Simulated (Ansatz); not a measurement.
The cluster Ta₂O₅⁺. Total charge 1; doublet. Geometry PBE-D4/def2-SVP; atoms count from 1.

Cartesian coordinates in Å:
```
Ta 0.3146 0.3188 -1.3533
Ta 0.1058 0.2445 1.4009
O 0.0030 -1.4066 1.8704
O 0.2875 -1.3039 -1.9219
O -1.3398 0.1646 -0.0972
O -0.9459 1.6115 -0.0292
O 1.5748 0.3712 0.1303
```

In the def2 sets Ta takes a core potential; there is no spin–orbit coupling. The structure holds 1 bond(s) between oxygen atoms. Another isomer (doublet) lies 3.33 eV lower at PBE0-D4/def2-TZVP; other spin states weren't run for this one.

**Question.** Estimate the Mulliken populations from the PBE0/def2-TZVP orbitals of Ansatz.

**Answer.** 
```csv
atom,charge (e),spin (α − β),d electrons
Ta1,1.46,0.49,2.84
Ta2,1.46,0.49,2.84
O3,-0.38,-0.05,–
O4,-0.38,-0.05,–
O5,-0.24,0.07,–
O6,-0.39,-0.01,–
O7,-0.53,0.07,–
```
Mulliken values depend strongly on the basis.

**Question.** Where does the spin sit?

**Answer.** Summed by element: Ta 0.98, O 0.02, of 1 unpaired in all. Largest on single atoms: Ta1 0.49, Ta2 0.49, O7 0.07.

**Question.** And the Mayer bond orders between heavy atoms (over 0.3)?

**Answer.** Ta1–Ta2 0.56 (2.76 Å); Ta1–O4 2.29 (1.72 Å); Ta1–O5 0.66 (2.08 Å); Ta1–O6 0.40 (2.24 Å); Ta1–O7 1.04 (1.95 Å); Ta2–O3 2.29 (1.72 Å); Ta2–O5 0.66 (2.08 Å); Ta2–O6 0.40 (2.24 Å); Ta2–O7 1.05 (1.95 Å); O5–O6 0.83 (1.50 Å).
